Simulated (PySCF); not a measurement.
C2H8BNO, SMILES COB(C)N.

Geometry optimised at B3LYP-D3(BJ)/def2-SVP. This is a generated structure with no PubChem entry under its InChIKey; it may be hypothetical. One conformer was computed; it need not be the lowest.

Two levels are set side by side: PBE/def2-TZVP (PySCF) and CAM-B3LYP/def2-TZVP (PySCF). Same geometry, gas phase. Differences are taken from unrounded values.

| quantity | CAM-B3LYP | PBE | PBE minus CAM-B3LYP |
|---|---|---|---|
| orbital gap (eV) | 10.59 | 6.18 | -4.40 |
| highest occupied level (eV) | -9.08 | -6.16 | 2.92 |
| lowest empty level (eV) | 1.51 | 0.02 | -1.48 |
| dipole moment (D) | 2.22 | 2.14 | -0.08 |
| mean polarisability (bohr³) | 50.4 | 53.2 | 2.8 |

PBE's occupied levels lie high since its potential decays too fast outside the molecule; exact exchange lowers them and widens the gap. Loosely held outer electrons make PBE densities more polarisable. Differences between two approximate levels are no errors against the true value.

Rough cost on one machine, each run with all the roots and properties that it gave: CAM-B3LYP against PBE within a factor of 2.
